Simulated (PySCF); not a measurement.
What builds the third ionisation energy along the second row

Calculated with PySCF 2.14 from differences of total energies of unrestricted determinants, without spin-orbit coupling. Each column adds one step, in eV (sums use unrounded values): valence MP2, valence CCSD, valence triples, then the next inner shell at CCSD(T) (C 1s, N 1s, O 1s, F 1s, Ne 1s). References (NIST) marked * lie between the lowest fine-structure levels; the others compare directly ((s) semi-empirical, (t) theoretical).

```tsv
element	UHF	+ MP2	+ CCSD	+ (T)	+ inner shell	sum	reference
C [He] 2s2 → [He] 2s1 (x2c-TZVPPall with one added diffuse shell each of s, p, d type, spin-free X2C)	45.795	1.160	0.819	0.000	-0.005	47.769	47.888
N [He] 2s2 2p1 → [He] 2s2 (x2c-TZVPPall with one added diffuse shell each of s, p, d type, spin-free X2C)	47.293	0.170	-0.251	0.028	0.027	47.266	47.445 (s) *
O [He] 2s2 2p2 → [He] 2s2 2p1 (x2c-TZVPPall with one added diffuse shell each of s, p, d type, spin-free X2C)	54.600	0.366	-0.216	0.010	0.022	54.781	54.936 (s) *
F [He] 2s2 2p3 → [He] 2s2 2p2 (x2c-TZVPPall with one added diffuse shell each of s, p, d type, spin-free X2C)	62.247	0.569	-0.219	0.001	0.019	62.616	62.708 (s) *
Ne [He] 2s2 2p4 → [He] 2s2 2p3 (x2c-TZVPPall with one added diffuse shell each of s, p, d type, spin-free X2C)	61.848	1.157	0.039	0.015	0.012	63.071	63.423 *
```

What remains against the references is mostly basis incompleteness and, for starred values, spin-orbit coupling.

These are valence bases, so the inner-shell step is incomplete.
